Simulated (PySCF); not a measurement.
BH4, SMILES [BH4-], charge -1. The structure is a stationary point at ωB97X-D3(BJ)/def2-TZVPD.

### Question
Give the equilibrium geometry at ωB97X-D3(BJ)/def2-TZVPD (PySCF confirms it by a frequency run) as a Z-matrix, and its point group. (An estimate is asked for; the answer gives what the named calculation found.)

### Answer
point group Td.
```
B
H 1 1.2419
H 1 1.2419 2 109.47
H 1 1.2419 2 109.47 3 -120.00
H 1 1.2419 2 109.47 3 120.00
```
Charge -1, spin multiplicity 1.
